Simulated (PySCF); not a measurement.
Gas-phase reaction: 3 GaF + 2 CF4 ⇌ 3 GaF3 + 2 CF

Energies from PySCF, thermal terms from the rigid-rotor harmonic-oscillator model, ideal gas at 1 bar. † marks an energy on the PBE0/def2-TZVP geometry and frequencies; other levels use their own. Open shells (unrestricted): CF (multiplicity 2, electronic degeneracy 4); the rest are closed-shell singlets. Spin-orbit splitting is ignored; it lowers the true energy and changes the entropy of CF. Ga: all electrons, no relativistic terms. The harmonic model lacks anharmonicity and excited electronic states, which grow with temperature; levels with a mode under 35 cm⁻¹ are left out.

| level | ΔE electronic, kJ | ΔH°(298 K), kJ | ΔS°(298 K), J/K | ΔG°(1600 K), kJ |
|---|---|---|---|---|
| BLYP/def2-TZVP† | 470 | 444 | 98 | 261 |
| HF/def2-TZVP† | 250 | 224 | 98 | 41 |
| M06-2X/def2-TZVP† | 409 | 383 | 98 | 200 |
| PBE/def2-SVP | 622 | 597 | 100 | 411 |
| PBE0/def2-QZVP† | 480 | 454 | 98 | 271 |
| LDA/def2-TZVP† | 680 | 654 | 98 | 471 |
| ωB97X-V/def2-TZVP† | 425 | 399 | 98 | 216 |
ΔH° is lowest at HF/def2-TZVP† and highest at LDA/def2-TZVP†. No reference value is set beside these.
